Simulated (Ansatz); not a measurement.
Reactions of BF5Si (`FB(F)[Si](F)(F)F`).

Computed with Ansatz on PBE0-D4/def2-TZVP structures; ΔE is electronic, products minus reactants. CBS: MP2 limit from def2 TZ/QZ plus the TZ coupled-cluster correction, frozen cores. This one scheme is used for every species, atoms too. Open shells (•) are unrestricted, without spin–orbit coupling. Spin–orbit coupling would lower the free atoms: a little for B, F, Si. Each species was taken in one conformer, which may not be the lowest.

Order these by ΔE at CCSD(T)/CBS, lowest first. (Best estimate.)
A. `FB(F)[Si](F)(F)F` → B• + 5 F• + Si•
B. `FB(F)[Si](F)(F)F` + `C=CS` → `C=CS[Si](F)(F)F` + `FBF`
C. `FB(F)[Si](F)(F)F` + H–F → `F[Si](F)(F)F` + `FBF`
D. `FB(F)[Si](F)(F)F` + `N=C=O` → `O=C=NB(F)F` + `F[SiH](F)F`
E. `FB(F)[Si](F)(F)F` + CH₃NH₂ → `CNB(F)F` + `F[SiH](F)F`

C (-183.1 kJ/mol), E (-157.5 kJ/mol), D (-130.9 kJ/mol), B (-91.6 kJ/mol), A (+3338.2 kJ/mol).

Largest T1 diagnostic: 0.018, for `N=C=O`.
